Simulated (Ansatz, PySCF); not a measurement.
This PySCF input computes a PBE/def2-TZVPD energy:

```python
from pyscf import gto, scf, dft

mol = gto.M(
    atom='''
    O    -1.07650537    0.50257795    0.25892000
    C    -0.19323130   -0.40550823   -0.11439835
    O     1.15931922   -0.02806309   -0.16211877
    H    -0.45136067   -0.82467520   -1.10735339
    H    -0.32380733   -1.26598751    0.59018815
    H     1.27204489    0.72759333    0.42914546
    ''',
    basis='def2-tzvpd',
    charge=0,
    spin=1,
    verbose=4,
)

mf = dft.UKS(mol, xc='pbe').density_fit(auxbasis='def2-universal-jkfit')
mf.grids.level = 3
mf.conv_tol = 1e-9
mf.max_cycle = 100
mf.max_memory = 1500
mf.kernel()
if not mf.converged:
    mf = mf.newton()
    mf.kernel(mf.make_rdm1())
for _ in range(2):
    mo, _, stable, _ = mf.stability(return_status=True)
    if stable:
        break
    mf.kernel(mf.make_rdm1(mo, mf.mo_occ))
mf.analyze()
```

Question: Write an input for the same energy in Ansatz (a quantum-chemistry and plane-wave program) and say what it gives.

Answer: 
Ansatz 0.2 input:
```yaml
crystal:
  periodic: [false, false, false]
  atoms:
    - {symbol: O, position_ang: [-1.07650537, 0.50257795, 0.25892000]}
    - {symbol: C, position_ang: [-0.19323130, -0.40550823, -0.11439835]}
    - {symbol: O, position_ang: [1.15931922, -0.02806309, -0.16211877]}
    - {symbol: H, position_ang: [-0.45136067, -0.82467520, -1.10735339]}
    - {symbol: H, position_ang: [-0.32380733, -1.26598751, 0.59018815]}
    - {symbol: H, position_ang: [1.27204489, 0.72759333, 0.42914546]}
basis:
  gaussian:
    orbitals: def2-TZVPD
hamiltonian:
  xc: {name: PBE}
magnetization: {spin_polarized: true, initial_magnetization: 1}
output: {forces: true}
```
It gives -190.16110 Eh, and PySCF -190.16118 Eh, a difference of 0.08 mEh, from the treatment of integrals and grids.

It need not be the lowest isomer of its formula.
